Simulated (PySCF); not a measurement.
C₂H₉GaN, SMILES [CH3][Ga+]([CH3])<-[NH3] (connectivity only; charge and spin as stated), charge +1, multiplicity 1. Atoms are numbered in the order given.

```xyz
13

Ga     0.0119     0.2118     0.0522
C      1.4293     0.9281    -1.0609
H      2.3851     0.4370    -0.8142
H      1.5358     2.0107    -0.9027
H      1.2083     0.7417    -2.1245
C     -1.3591     0.4687     1.3999
H     -2.3404     0.1534     1.0097
H     -1.4158     1.5257     1.6968
H     -1.1290    -0.1387     2.2907
N     -0.0947    -1.8533    -0.4508
H     -0.8014    -2.0300    -1.1773
H     -0.3588    -2.4468     0.3455
H      0.7888    -2.2257    -0.8204
```
Charge +1, spin multiplicity 1.

Geometry optimised at TPSSh-D3(BJ)/def2-SVP. The multiplicity is an assumed one; other spin states were not compared. The isomer is the one that the SMILES or the coordinates give; other isomers of the formula were not compared.

All values below come from TDA-B3LYP/def2-SVPD run with PySCF 2.14.0.

Vertical excitations. Gas-phase values at a fixed geometry.

Question: List the lowest excited states. (The exact figures need the calculation; the answer reports its results.)

Answer: 
```tsv
state	energy (eV)	λ (nm)	f	main pairs
S1	5.54	224	0.000	HOMO→LUMO 100 %
S2	6.81	182	0.079	HOMO→LUMO+1 95 %
S3	7.08	175	0.026	HOMO−1→LUMO 97 %
S4	7.93	156	0.147	HOMO→LUMO+2 74 %, HOMO−3→LUMO 18 %
S5	8.03	154	0.160	HOMO−1→LUMO+1 95 %
S6	8.16	152	0.000	HOMO−2→LUMO 99 %
S7	8.40	148	0.091	HOMO−3→LUMO 59 %, HOMO→LUMO+3 33 %
S8	8.49	146	0.016	HOMO−5→LUMO 92 %
S9	8.62	144	0.016	HOMO−4→LUMO 81 %
S10	8.84	140	0.161	HOMO→LUMO+3 45 %, HOMO→LUMO+4 21 %, HOMO−3→LUMO 11 %, HOMO→LUMO+2 8 %
T1	5.18	239	0	HOMO→LUMO 99 %
T2	6.13	202	0	HOMO→LUMO+1 84 %
T3	6.48	191	0	HOMO−1→LUMO 98 %
T4	7.28	170	0	HOMO→LUMO+2 84 %
```
Triplets are in the Tamm–Dancoff approximation.
